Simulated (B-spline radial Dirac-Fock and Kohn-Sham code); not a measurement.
Isotope-shift constants of the inner levels of Ca²⁺

System: the Ca²⁺ ion, 1s2 2s2 2p6 3s2 3p6.

These are calculated numbers from a radial finite-basis atomic code; the model is first-order field-shift and mass-shift constants from Dirac-Fock ground and hole states with a Fermi nucleus; the mass shift has no relativistic recoil terms. A binding energy shifts by δE = F·δ⟨r²⟩ + (K_N + K_S)·δ(1/M); F is taken for a change of radius at fixed skin thickness and so holds the higher radial moments.

| level | F (meV/fm²) | K_N (meV u) | K_S (meV u) |
| --- | --- | --- | --- |
| K (1s) | -1.072 | -2233 | 766.8 |
| L1 (2s) | -0.08947 | -256.2 | -58.09 |
| L2 (2p1/2) | 0.01250 | -207.3 | 174.5 |
| L3 (2p3/2) | 0.01260 | -205.3 | 169.0 |
| M1 (3s) | -0.01106 | -41.06 | -0.3176 |
| M2 (3p1/2) | 0.001727 | -27.53 | 19.59 |
| M3 (3p3/2) | 0.001739 | -27.31 | 18.83 |

Line shifts in meV from A = 40 (mass 39.9626 u, rms radius 3.4776 fm); radii from Angeli and Marinova (2013).

```
 A  mass (u)  radius (fm)    Kα1    Kα2    Kβ1    Lβ3
39   38.9707       3.4595  -0.77  -0.78  -0.79  -0.18
41   40.9623        3.478  +0.87  +0.87  +0.89  +0.19
42   41.9586       3.5081  +1.47  +1.47  +1.51  +0.34
43   42.9588       3.4954  +2.36  +2.37  +2.41  +0.52
44   43.9555       3.5179  +2.94  +2.95  +3.01  +0.67
45   44.9562       3.4944  +3.85  +3.86  +3.92  +0.84
46   45.9537       3.4953  +4.53  +4.54  +4.62  +0.99
47   46.9545       3.4783  +5.32  +5.33  +5.42  +1.14
48   47.9525       3.4771  +5.96  +5.98  +6.08  +1.28
50   49.9575       3.5168      ?      ?      ?      ?
```

Problem. What are the shifts for A = 50?

Solution. Kα1 +6.86 meV (field -0.30, mass +7.16); Kα2 +6.88 meV (field -0.30, mass +7.17); Kβ1 +7.00 meV (field -0.29, mass +7.30); Lβ3 +1.51 meV (field -0.03, mass +1.53).
